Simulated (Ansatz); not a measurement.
Molecule: CH7AlN2O (charge 0, singlet). SMILES: C[O][Al]([NH2])[NH2]
Structure (B3LYP-D3(BJ)/def2-TZVP (Ansatz, a first-principles code) minimum search):
```xyz
12

C      2.3652     0.0674    -0.1517
O      1.1197    -0.5434     0.0487
Al    -0.4942    -0.0398     0.0373
N     -1.7279    -1.2647     0.3492
N     -0.9192     1.6508    -0.2767
H      2.9651     0.0172     0.7628
H      2.9152    -0.4494    -0.9446
H      2.2785     1.1231    -0.4384
H     -2.7210    -1.1044     0.3786
H     -1.5218    -2.2344     0.5263
H     -0.2544     2.3874    -0.4484
H     -1.8563     2.0184    -0.3081
```
Charge 0, spin multiplicity 1.

Wanted: atomisation energy (electronic, to ground-state atoms); the coupled-cluster value holds the core correlation from cc-pwCVTZ, in kcal/mol. Cores are frozen in the correlated levels unless marked. Open shells are spin-unrestricted. No spin-orbit coupling. No relativistic terms. CBS(X,Y): correlation extrapolated as X^-3; Hartree-Fock from the larger set.

Level to compare with: CCSD(T)/CBS(aug-cc-pV(T+d)Z,aug-cc-pV(Q+d)Z) plus the core term (Ansatz), 1059.8 kcal/mol. It is a level with limits of its own, and the differences hold the functionals' basis error too.

**Question.** Rank these functionals by how close they come to CCSD(T)/CBS(aug-cc-pV(T+d)Z,aug-cc-pV(Q+d)Z), closest first: wB97X-V/def2-TZVPD (Ansatz); CAM-B3LYP/def2-TZVPD (Ansatz); r2SCANh/def2-TZVPD (Ansatz).

**Answer.** CAM-B3LYP/def2-TZVPD (range-separated hybrid, 1058.7 kcal/mol, difference -1.1), wB97X-V/def2-TZVPD (range-separated hybrid with VV10, 1057.0 kcal/mol, difference -2.8), r2SCANh/def2-TZVPD (hybrid meta-GGA, 1041.2 kcal/mol, difference -18.6)
